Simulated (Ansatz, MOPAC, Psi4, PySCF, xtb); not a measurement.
Donor–acceptor adduct: AlH3 (SMILES [AlH3]) (first 4 atoms) with H2O (SMILES O); geometry from B3LYP-D3(BJ)/def2-TZVP, rigid monomers moved along the line of their centres of mass till Al1···O5 is 2.35 Å.
(charge 0, multiplicity 1):
```xyz
7

Al    -0.02131     0.21827     0.32569
H      0.60330    -0.93481    -0.56573
H     -1.60833     0.38573     0.33738
H      0.86874     1.50996     0.61919
O      0.12837    -0.65633     2.50266
H     -0.73668    -0.75793     2.92027
H      0.67647    -0.11171     3.08232
```

```csv
level,interaction energy (kJ/mol),"minus CCSD(T)/CBS(aug-cc-pV(D+d)Z, aug-cc-pV(T+d)Z)"
AM1,-66.5,14.2
PM3,-132.0,-51.4
PM6,-45.5,35.2
PM7,-90.5,-9.8
GFN1-xTB,-115.9,-35.3
GFN2-xTB,-109.9,-29.3
HF/STO-3G (no counterpoise),-112.8,-32.2
HF/3-21G (no counterpoise),-132.3,-51.7
HF/6-31G*,-79.4,1.2
HF/6-31G* (no counterpoise),-89.0,-8.3
HF/aug-cc-pV(D+d)Z,-72.3,8.3
HF/aug-cc-pV(T+d)Z,-73.3,7.3
PBE/def2-TZVPPD,-76.7,4.0
PBE-D3(BJ)/def2-TZVPPD,-80.2,0.5
PBE-D4/def2-TZVPPD,-80.0,0.6
BP86/6-31G* (no counterpoise),-98.3,-17.7
r2SCAN/def2-TZVPPD,-84.9,-4.2
r2SCAN-D3(BJ)/def2-TZVPPD,-85.9,-5.3
r2SCAN-D4/def2-TZVPPD,-85.7,-5.1
B3LYP/3-21G (no counterpoise),-150.1,-69.4
B3LYP/6-31G*,-81.7,-1.0
B3LYP/6-31G* (no counterpoise),-97.8,-17.2
B3LYP/6-311+G** (no counterpoise),-76.0,4.6
B3LYP/def2-TZVPPD,-72.6,8.0
B3LYP-D3(BJ)/def2-TZVPPD,-78.8,1.8
B3LYP-D4/def2-TZVPPD,-78.0,2.6
PBE0-D3(BJ)/def2-TZVPPD,-82.5,-1.9
PBE0-D4/def2-TZVPPD,-82.3,-1.6
M06-2X/6-31G* (no counterpoise),-106.9,-26.2
wB97M-V/def2-TZVPPD,-82.9,-2.3
MP2/6-31G*,-83.8,-3.1
MP2/6-31G* (no counterpoise),-101.7,-21.1
MP2/aug-cc-pV(D+d)Z,-77.1,3.5
MP2/aug-cc-pV(T+d)Z,-80.2,0.5
"MP2/CBS(aug-cc-pV(D+d)Z, aug-cc-pV(T+d)Z)",-81.1,-0.4
CCSD/aug-cc-pV(T+d)Z,-78.2,2.4
CCSD(T)/aug-cc-pV(D+d)Z,-76.1,4.5
CCSD(T)/aug-cc-pV(T+d)Z,-79.6,1.1
"CCSD(T)/CBS(aug-cc-pV(D+d)Z, aug-cc-pV(T+d)Z)",-80.6,0.0
SAPT0/jun-cc-pV(D+d)Z,-82.0,-1.4
```

 The comparison column counts from a level with limits of its own.

The rows run from -150.1 (B3LYP/3-21G (no counterpoise)) to -45.5 kJ/mol (PM6). In aug-cc-pV(T+d)Z the value moves HF -73.3, MP2 -80.2, CCSD -78.2, CCSD(T) -79.6, a shift of -6.3 from HF to CCSD(T). From aug-cc-pV(D+d)Z to aug-cc-pV(T+d)Z CCSD(T) changes by -3.5. The dispersion term adds -3.5 in PBE-D3(BJ), -3.4 in PBE-D4, -1.0 in r2SCAN-D3(BJ). The 4 functionals in def2-TZVPPD without D3 or D4 span 12.2, from r2SCAN to B3LYP.

Interaction energies are E(AB) − E(A) − E(B) at the monomers' geometry in the complex; basis-set methods are counterpoise corrected. Rows marked so take none.

Correlated levels freeze the cores. CBS(a, b) extrapolates the correlation energy as X⁻³ and adds the Hartree–Fock energy of set b. Rows in 3-21G, 6-311+G**, 6-31G*, STO-3G carry no dispersion term and start afresh at each structure (6-31G* with six Cartesian d functions). MP2/6-31G* freezes PySCF's default core. The state that AM1, PM3, PM6, PM7 reach isn't checked; PM7 holds dispersion and hydrogen-bond terms.

The values were computed with Ansatz (a program for electronic structure) with Gaussian orbitals; MOPAC for AM1, PM3, PM6, PM7 (differences of heats of formation); Psi4 for SAPT; PySCF for 3-21G rows, 6-311+G** rows, 6-31G* rows, STO-3G rows, the dispersion terms; xtb for the GFN methods. Values without a source in brackets are computed.
